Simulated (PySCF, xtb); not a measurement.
C3H6Cl2Si, SMILES C/C=C/[SiH](Cl)Cl.

GFN2-xTB (xtb) at its own geometry gives an orbital gap of 4.67 eV and a dipole moment of 3.07 D.

The structure is a stationary point at B3LYP-D3(BJ)/def2-SVP. The structure was generated by enumeration; whether it is a known compound was not checked. The values are those of a single conformer.

**Question.** What does PySCF with CAM-B3LYP/def2-TZVP give? (The exact figures need the calculation; the answer reports its results.)

**Answer.** gap 9.63 eV (levels -9.33 and 0.30 eV), dipole 3.16 D.
